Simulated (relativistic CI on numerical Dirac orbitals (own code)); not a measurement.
# What each ingredient does to the levels of Cs⁴⁺

Base calculation: Dirac-Coulomb-Breit CI, separate exchange-only KLI orbitals for each configuration, model QED, valence Slater integrals scaled by 0.85, P86 correlation energy added to each configuration.

CI space (outside the closed core [Kr] 4d10): 5s2 5p3, 5s 5p4, 5s2 5p2 5d, 5p5, 5s 5p3 5d, 5s2 5p2 4f, 5s2 5p2 5f, 5s2 5p2 6s, 5s2 5p2 5g, 5s2 5p2 6p, 5s2 5p 4f 5d, 5s 5p3 5f, 5s2 5p 5d2, 5s2 5d3, 5s 5p 5d3, 5s2 4f 5d2, 5s2 5d2 5f, 5s2 5d2 6s. Double excitations out of closed p, d and f shells are left out; levels of such configurations are missing from the list, as are those of other unlisted configurations, and high levels can miss mixing partners. These lack a partner that the ground configuration has and come out too high: 5s2 5p2 5g, 5s2 5p2 6p, 5s 5p3 5f.

Variants: (1) Slater integrals left unscaled; (2) valence Slater integrals scaled by 0.75; (3) non-relativistic limit; (4) only the first 3 configurations. Shifts of the energy above 5s2 5p3 4S°_3/2, in cm⁻¹, for the lowest level and the first level of each name with at least 55 % of one term (blank where a level changes its place among those of its configuration and J or its character, or is not in the variant):

```csv
Level,Base,Δ(1),Δ(2),Δ(3),Δ(4),Measured
5s2 5p3 4S°_3/2,0.0,0.0,0.0,0.0,0.0,0.0
5s2 5p3 2D°_3/2,14965.4,+1522.3,-846.3,+235.6,+1541.2,15077.4
5s2 5p3 2D°_5/2,20266.8,+1554.4,-955.4,-5065.8,+1857.2,20373.5
5s2 5p3 2P°_1/2,31172.8,+3203.7,-2120.3,-5357.9,+2521.7,31951.1
5s2 5p3 2P°_3/2,41358.2,+2436.5,-1563.1,-15543.2,+2759.8,42273.7
5s 5p4 4P_5/2,118911.9,-2103.5,+1625.0,-14832.9,-7281.3,
5s 5p4 4P_3/2,128066.1,-2157.4,+1646.7,-23987.1,-7246.4,
5s 5p4 4P_1/2,130755.7,-1842.3,+1370.2,-26676.7,-7246.4,
5s 5p4 2D_3/2,147353.1,+783.4,-331.2,-18287.2,-6778.9,
5s 5p4 2D_5/2,151571.6,+743.9,-304.1,-22505.8,-6821.3,
5s2 5p2 5d 4F_3/2,166093.2,+1157.1,-602.8,-616.2,-6336.2,157903.0
5s2 5p2 5d 4F_5/2,168066.3,+1535.5,-866.2,-2589.3,-6219.5,160327.9
5s2 5p2 5d 4F_7/2,174726.0,+1088.3,-468.1,-9249.0,-6272.2,167231.1
5s2 5p2 5d 2F_5/2,175132.3,+1772.4,-881.1,,-5939.0,166800.2
```

At this charge configurations can still be misplaced by up to about 7 % of their energy. Levels and lines within the n = 5 or 6 shells can be off by up to 10 % or somewhat more, and those that change n by about 2 %, since core polarisation is missing. 19 of the 44 excited levels that our extract of the measured tables holds in this range could be paired (the sources list more); they are missed by 7619 cm⁻¹ on average and 12716 at most, and levels without a partner can miss by more. The lowest levels of unpaired configurations miss by +5010 (5s 5p4). Levels that differ in their count of f electrons can be misplaced by several ten thousand cm⁻¹, since the correlation energy of f electrons is missing or only estimated; rates across such gaps can be off by orders of magnitude.

Measured levels: Sansonetti, J. Phys. Chem. Ref. Data 38, 761 (2009).

Ionisation energy from the two ground configurations alone: base 56.88 eV; Slater integrals left unscaled 57.1 eV; valence Slater integrals scaled by 0.75 56.74 eV. The NIST ASD value (theoretical) is 56 eV.

LS names give the leading component of a level, which can be under half, so a name can repeat, a term be missing and a line seem to break the LS rules.
